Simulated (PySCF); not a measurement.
# B⁺ (boron, charge +1): UHF calculation

Configuration: [He] 2s2, closed-shell 1S. Computed with PySCF 2.14 in cc-pVTZ (4s3p2d1f, 30 functions), with no relativity, point nucleus.

```json
{
 "Total energy": "-24.236682 hartree",
 "One-electron energy": "-30.3556 hartree",
 "Hartree (Coulomb) energy": "9.6109 hartree",
 "Exchange energy": "-3.4920 hartree",
 "Kinetic energy": "24.23400 hartree",
 "⟨S²⟩": "0.0000",
 "⟨L²⟩": "0.000",
 "Sum of ⟨r⟩": "4.252 bohr",
 "Sum of ⟨r²⟩": "7.986 bohr²",
 "Density at the nucleus (Gaussians lack the cusp)": "69.8 bohr⁻³",
 "Langevin diamagnetic susceptibility": "-6.33 ×10⁻⁶ cm³/mol",
 "Time after the integrals": "0.03 s of wall time on 1 thread of Intel(R) Xeon(R) 6975P-C (shared host)"
}
```

```csv
shell,electrons,mean orbital energy (hartree),"rms radius, mean of both spins (bohr)"
1s,2,-8.18517,0.378
2s,2,-0.87370,1.96
```
